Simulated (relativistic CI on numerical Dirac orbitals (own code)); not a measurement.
Hyperfine structure of Te, mass number 123

Computed by Dirac-Coulomb-Breit CI, KLI orbitals optimised for each configuration, QED by a radiative potential, valence Slater integrals scaled by 0.85, P86 correlation energy added to each configuration (own radial code, finite nucleus).

Configuration list (outside the closed core [Kr] 4d10): 5s²5p⁴, 5s²5p³6s, 5s²5p³6p, 5s²5p³5d, 5s5p⁵, 5s²5p³7s, 5s²5p³7p, 5s²5p³6d, 5s²5p³4f, 5s²5p³7d, 5s²5p³5f, 5s²5p³5g, 5s²5p³6f, 5s²5p³7f, 5p⁶, 5s²5p²5d², 5s²5p5d²6s, 5s²5p5d²6p, 5s²5p5d³, 5s²5p5d²7s, 5s²5p5d²7p. Double excitations out of closed p, d and f shells are left out; levels of such configurations are missing from the list, as are those of other unlisted configurations, and high levels can miss mixing partners. These lack a partner that the ground configuration has and come out too high: 5s²5p³6d, 5s²5p³4f, 5s²5p³7d, 5s²5p³5f, 5s²5p³5g.

Nuclear spin I = 1/2, μ = -0.7358 μN (tables of Stone and Pyykkö). The electronic factors are computed for point nuclear moments, without core polarisation; leaving it out makes A of s and p electrons in near-neutral atoms 20 to 40 % too small, and it can dominate for d and f shells.

```json
{"Level": "5s²5p⁴ ³P2", "E (eV)": "0.0000", "A (MHz)": "-973.2"}
{"Level": "5s²5p⁴ ³P1", "E (eV)": "0.5806", "A (MHz)": "487.7"}
{"Level": "5s²5p⁴ ¹D2", "E (eV)": "1.4185", "A (MHz)": "-2392"}
{"Level": "5s²5p³6s ⁵S°2", "E (eV)": "5.4847", "A (MHz)": "-663.4"}
{"Level": "5s²5p³6s ³S°1", "E (eV)": "5.8357", "A (MHz)": "685.7"}
{"Level": "5s²5p³6p ⁵P1", "E (eV)": "6.6074", "A (MHz)": "226"}
{"Level": "5s²5p³6p ⁵P2", "E (eV)": "6.6140", "A (MHz)": "-42.8"}
{"Level": "5s²5p³6p ⁵P3", "E (eV)": "6.6446", "A (MHz)": "22.69"}
```

Levels with J = 0, under 50 % of one LS term, or S terms without an open s electron are left out. Small factors come from cancelling terms and can be off by tens of per cent or more.

Correlation outside the listed configurations is missing or only estimated: errors of thousands of cm⁻¹ between configurations and terms are usual at this charge. Rates and lifetimes follow the computed energies and can be off by large factors. The fine structure of a lone outer electron comes out too small, for d and f at times inverted, and misplaced configurations move strength between like terms. 20 of the 23 excited levels that our extract of the measured tables holds in this range could be paired (the sources list more); they are missed by 646 cm⁻¹ on average and 2701 at most, and levels without a partner can miss by more.

Give the hyperfine levels of 5s²5p⁴ ³P2 relative to its centre of gravity.

With K = F(F + 1) − I(I + 1) − J(J + 1), E = AK/2: F = 3/2: 1460, F = 5/2: -973.2 MHz.

LS names give the leading component of a level, which can be under half, so a name can repeat, a term be missing and a line seem to break the LS rules.
